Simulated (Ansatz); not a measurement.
SiH₅SeCl (SMILES [SiH3]Cl.[SeH2]), singlet: a trajectory.

Input (in.yaml):

```yaml
crystal:
  periodic: [false, false, false]
  atoms:
    - {symbol: Si, position_ang: [-0.047405, 0.153732, -1.552432]}
    - {symbol: Cl, position_ang: [-1.016311, -1.562207, -0.952172]}
    - {symbol: H, position_ang: [1.404584, -0.014867, -1.328141]}
    - {symbol: H, position_ang: [-0.579917, 1.295838, -0.777959]}
    - {symbol: H, position_ang: [-0.328201, 0.336299, -2.996138]}
    - {symbol: Se, position_ang: [0.630046, -0.464619, 2.195974]}
    - {symbol: H, position_ang: [-0.831954, -0.369179, 2.241072]}
    - {symbol: H, position_ang: [0.769058, 0.625104, 3.169597]}
basis:
  gaussian: {orbitals: def2-SVP}
hamiltonian: {xc: {name: revPBE}, dispersion: d4}
md: {n_steps: 40, timestep: 1.0, temperature: 300, ensemble: nve, seed: 708, initial_velocities: maxwell_boltzmann}
```

Command:

```bash
ansatz run in.yaml --threads 4 --pin off --events-out ev --progress --plain --max-ram 9574MiB
```

What Ansatz 0.2.0 printed:

```
Functional definition: revPBE
  name "revPBE"
  cite "Zhang & Yang, Phys. Rev. Lett. 80, 890 (1998) doi:10.1103/PhysRevLett.80.890"
  cite "Perdew, Burke & Ernzerhof, Phys. Rev. Lett. 77, 3865 (1996) doi:10.1103/PhysRevLett.77.3865"
  parameter kappa = 1.245
  parameter beta = 0.06672455060314922
  exchange = pbe_x(kappa = kappa, mu = beta*pi^2/3)
  correlation = pbe_c(beta = beta)
1027 factors; their error is unknown
mean field evaluation 1: about -85807.7554 eV, gradient 1.5e1 eV
mean field evaluation 2: about -85808.3341 eV, gradient 7.4e0 eV
mean field evaluation 4: about -85808.4961 eV, gradient 4.5e-1 eV
mean field evaluation 8: about -85808.3570 eV, gradient 1.1e-1 eV
mean field evaluation 16: about -85808.3570 eV, gradient 2.5e-5 eV
mean field -85808.35698587 eV, -3153.3989562373 hartree, gradient 2.5e-5 eV, S^2 0.000000; 0 other end points of the search recorded, 0 dependent functions left out
the calculation of the forces begins
reference -85808.35702733 eV, -3153.3989577608 hartree; 35, 35 occupied and 58, 58 virtual orbitals, 1027 factors
md step     0: t =     0.00 fs  T =   300.0 K  F+E_penalty+E_count = -85808.78082042 eV  E_kin = 0.232668 eV  conserved = -85808.54815242 eV  (24 SCF iters)
md step     1: t =     1.00 fs  T =   246.6 K  F+E_penalty+E_count = -85808.73750089 eV  E_kin = 0.191270 eV  conserved = -85808.54623115 eV  (28 SCF iters, 3 dispersion substeps)
md step     2: t =     2.00 fs  T =   186.7 K  F+E_penalty+E_count = -85808.68857181 eV  E_kin = 0.144798 eV  conserved = -85808.54377344 eV  (28 SCF iters, 3 dispersion substeps)
md step     3: t =     3.00 fs  T =   164.9 K  F+E_penalty+E_count = -85808.67096013 eV  E_kin = 0.127863 eV  conserved = -85808.54309728 eV  (26 SCF iters, 3 dispersion substeps)
md step     4: t =     4.00 fs  T =   192.9 K  F+E_penalty+E_count = -85808.69460090 eV  E_kin = 0.149640 eV  conserved = -85808.54496060 eV  (26 SCF iters, 3 dispersion substeps)
md step     5: t =     5.00 fs  T =   238.1 K  F+E_penalty+E_count = -85808.73207040 eV  E_kin = 0.184681 eV  conserved = -85808.54738909 eV  (28 SCF iters, 3 dispersion substeps)
md step     6: t =     6.00 fs  T =   255.7 K  F+E_penalty+E_count = -85808.74648667 eV  E_kin = 0.198286 eV  conserved = -85808.54820044 eV  (28 SCF iters, 3 dispersion substeps)
md step     7: t =     7.00 fs  T =   227.7 K  F+E_penalty+E_count = -85808.72373713 eV  E_kin = 0.176568 eV  conserved = -85808.54716890 eV  (28 SCF iters, 3 dispersion substeps)
md step     8: t =     8.00 fs  T =   170.5 K  F+E_penalty+E_count = -85808.67766498 eV  E_kin = 0.132256 eV  conserved = -85808.54540899 eV  (27 SCF iters, 3 dispersion substeps)
md step     9: t =     9.00 fs  T =   116.4 K  F+E_penalty+E_count = -85808.63428305 eV  E_kin = 0.090266 eV  conserved = -85808.54401744 eV  (27 SCF iters, 3 dispersion substeps)
md step    10: t =    10.00 fs  T =    91.8 K  F+E_penalty+E_count = -85808.61467390 eV  E_kin = 0.071169 eV  conserved = -85808.54350518 eV  (28 SCF iters, 3 dispersion substeps)
md step    11: t =    11.00 fs  T =   106.6 K  F+E_penalty+E_count = -85808.62658241 eV  E_kin = 0.082687 eV  conserved = -85808.54389554 eV  (27 SCF iters, 3 dispersion substeps)
md step    12: t =    12.00 fs  T =   153.5 K  F+E_penalty+E_count = -85808.66400875 eV  E_kin = 0.119052 eV  conserved = -85808.54495694 eV  (28 SCF iters, 3 dispersion substeps)
md step    13: t =    13.00 fs  T =   212.0 K  F+E_penalty+E_count = -85808.71077236 eV  E_kin = 0.164454 eV  conserved = -85808.54631811 eV  (28 SCF iters, 3 dispersion substeps)
md step    14: t =    14.00 fs  T =   256.3 K  F+E_penalty+E_count = -85808.74622394 eV  E_kin = 0.198757 eV  conserved = -85808.54746703 eV  (28 SCF iters, 3 dispersion substeps)
md step    15: t =    15.00 fs  T =   265.4 K  F+E_penalty+E_count = -85808.75358036 eV  E_kin = 0.205831 eV  conserved = -85808.54774889 eV  (27 SCF iters, 3 dispersion substeps)
md step    16: t =    16.00 fs  T =   236.7 K  F+E_penalty+E_count = -85808.73025623 eV  E_kin = 0.183595 eV  conserved = -85808.54666092 eV  (27 SCF iters, 3 dispersion substeps)
md step    17: t =    17.00 fs  T =   193.3 K  F+E_penalty+E_count = -85808.69455149 eV  E_kin = 0.149895 eV  conserved = -85808.54465669 eV  (24 SCF iters, 3 dispersion substeps)
md step    18: t =    18.00 fs  T =   172.2 K  F+E_penalty+E_count = -85808.67711866 eV  E_kin = 0.133588 eV  conserved = -85808.54353084 eV  (27 SCF iters, 3 dispersion substeps)
md step    19: t =    19.00 fs  T =   193.1 K  F+E_penalty+E_count = -85808.69442866 eV  E_kin = 0.149798 eV  conserved = -85808.54463109 eV  (27 SCF iters, 3 dispersion substeps)
md step    20: t =    20.00 fs  T =   236.5 K  F+E_penalty+E_count = -85808.73023476 eV  E_kin = 0.183387 eV  conserved = -85808.54684774 eV  (28 SCF iters, 3 dispersion substeps)
md step    21: t =    21.00 fs  T =   262.1 K  F+E_penalty+E_count = -85808.75128934 eV  E_kin = 0.203270 eV  conserved = -85808.54801969 eV  (28 SCF iters, 3 dispersion substeps)
md step    22: t =    22.00 fs  T =   246.3 K  F+E_penalty+E_count = -85808.73848965 eV  E_kin = 0.191037 eV  conserved = -85808.54745218 eV  (28 SCF iters, 3 dispersion substeps)
md step    23: t =    23.00 fs  T =   196.7 K  F+E_penalty+E_count = -85808.69851951 eV  E_kin = 0.152540 eV  conserved = -85808.54597905 eV  (28 SCF iters, 3 dispersion substeps)
md step    24: t =    24.00 fs  T =   139.3 K  F+E_penalty+E_count = -85808.65268283 eV  E_kin = 0.108027 eV  conserved = -85808.54465548 eV  (28 SCF iters, 3 dispersion substeps)
md step    25: t =    25.00 fs  T =    99.1 K  F+E_penalty+E_count = -85808.62085537 eV  E_kin = 0.076848 eV  conserved = -85808.54400730 eV  (28 SCF iters, 3 dispersion substeps)
md step    26: t =    26.00 fs  T =    88.8 K  F+E_penalty+E_count = -85808.61289979 eV  E_kin = 0.068853 eV  conserved = -85808.54404678 eV  (28 SCF iters, 3 dispersion substeps)
md step    27: t =    27.00 fs  T =   107.9 K  F+E_penalty+E_count = -85808.62830030 eV  E_kin = 0.083714 eV  conserved = -85808.54458587 eV  (28 SCF iters, 3 dispersion substeps)
md step    28: t =    28.00 fs  T =   146.3 K  F+E_penalty+E_count = -85808.65894656 eV  E_kin = 0.113469 eV  conserved = -85808.54547804 eV  (28 SCF iters, 3 dispersion substeps)
md step    29: t =    29.00 fs  T =   186.5 K  F+E_penalty+E_count = -85808.69123645 eV  E_kin = 0.144653 eV  conserved = -85808.54658342 eV  (28 SCF iters, 3 dispersion substeps)
md step    30: t =    30.00 fs  T =   207.9 K  F+E_penalty+E_count = -85808.70870373 eV  E_kin = 0.161252 eV  conserved = -85808.54745130 eV  (28 SCF iters, 3 dispersion substeps)
md step    31: t =    31.00 fs  T =   196.5 K  F+E_penalty+E_count = -85808.69964393 eV  E_kin = 0.152405 eV  conserved = -85808.54723856 eV  (27 SCF iters, 3 dispersion substeps)
md step    32: t =    32.00 fs  T =   159.6 K  F+E_penalty+E_count = -85808.66937925 eV  E_kin = 0.123804 eV  conserved = -85808.54557519 eV  (27 SCF iters, 3 dispersion substeps)
md step    33: t =    33.00 fs  T =   129.0 K  F+E_penalty+E_count = -85808.64385082 eV  E_kin = 0.100085 eV  conserved = -85808.54376533 eV  (27 SCF iters, 3 dispersion substeps)
md step    34: t =    34.00 fs  T =   136.4 K  F+E_penalty+E_count = -85808.64962308 eV  E_kin = 0.105789 eV  conserved = -85808.54383450 eV  (28 SCF iters, 3 dispersion substeps)
md step    35: t =    35.00 fs  T =   180.2 K  F+E_penalty+E_count = -85808.68553711 eV  E_kin = 0.139753 eV  conserved = -85808.54578422 eV  (26 SCF iters, 3 dispersion substeps)
md step    36: t =    36.00 fs  T =   225.9 K  F+E_penalty+E_count = -85808.72275191 eV  E_kin = 0.175184 eV  conserved = -85808.54756792 eV  (27 SCF iters, 3 dispersion substeps)
md step    37: t =    37.00 fs  T =   239.5 K  F+E_penalty+E_count = -85808.73351941 eV  E_kin = 0.185715 eV  conserved = -85808.54780468 eV  (27 SCF iters, 3 dispersion substeps)
md step    38: t =    38.00 fs  T =   213.3 K  F+E_penalty+E_count = -85808.71227706 eV  E_kin = 0.165461 eV  conserved = -85808.54681601 eV  (28 SCF iters, 3 dispersion substeps)
md step    39: t =    39.00 fs  T =   163.8 K  F+E_penalty+E_count = -85808.67257766 eV  E_kin = 0.127031 eV  conserved = -85808.54554663 eV  (27 SCF iters, 3 dispersion substeps)
md step    40: t =    40.00 fs  T =   114.4 K  F+E_penalty+E_count = -85808.63332164 eV  E_kin = 0.088734 eV  conserved = -85808.54458795 eV  (25 SCF iters, 3 dispersion substeps)
Total energy: -85808.63336343 eV, -3153.4091129255 hartree
Atom 0 at    -0.054470     0.179231    -1.608911 Å, force     0.468418     0.828302     0.061986 eV/Å
Atom 1 at    -1.005367    -1.567497    -0.902000 Å, force     0.294302     0.362992     0.047299 eV/Å
Atom 2 at     1.505336     0.223040    -1.306331 Å, force    -1.237819    -0.263587    -0.274862 eV/Å
Atom 3 at    -0.661240     1.478911    -0.979885 Å, force     0.248074    -0.889652    -0.225650 eV/Å
Atom 4 at    -0.376209     0.218176    -3.100574 Å, force     0.264934    -0.016482     0.362877 eV/Å
Atom 5 at     0.629161    -0.478064     2.200773 Å, force    -0.266355     0.188763     0.108024 eV/Å
Atom 6 at    -0.644316     0.112970     1.707533 Å, force     0.063040    -0.144137    -0.038592 eV/Å
Atom 7 at     0.491320     0.369050     3.420845 Å, force     0.165405    -0.066199    -0.041083 eV/Å
Dipole moment:     0.020197     0.292174    -0.029510 e Å

[the SCF lines of later steps are left out]
```

The lines “mean field evaluation” count trial sets of orbitals through the whole run, from several starts and some on an approximate energy, so they need not fall steadily or lie above the final value.

Hardware: 4 CPU threads of an Arm Neoverse V1, shared host. Wall time about 36 s.
